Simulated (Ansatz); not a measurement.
Results of the Gaussian-basis code of Ansatz.

A structure relaxed at PBE0-D4/def2-TZVP, charge 0, multiplicity 1:

```
atom    x (Å)    y (Å)    z (Å)
  O1   2.2602   1.8508   0.1217
  C2   1.3670   1.1670   0.4029
  N3   0.4508   0.4783   0.7797
 Ge4  -0.7682  -0.6209   0.0170
 Cl5  -1.9032   0.4930  -1.4006
 Cl6   0.2610  -2.1714  -1.0198
  H7  -1.6676  -1.1968   1.0990
```

(1) Give its formula and SMILES.

(2) Point group (tolerance 0.08 Å, 0.16 Å for H)?

(3) Summarise the bond lengths by kind.

Results:

(1) CHCl2GeNO, `O=C=[N][GeH]([Cl])[Cl]`.

(2) Cs.

(3) 1 × C–O 1.159 Å; 1 × C–N 1.207 Å; 1 × Ge–N 1.810 Å; 2 × Cl–Ge 2.130 Å; 1 × Ge–H 1.520 Å.
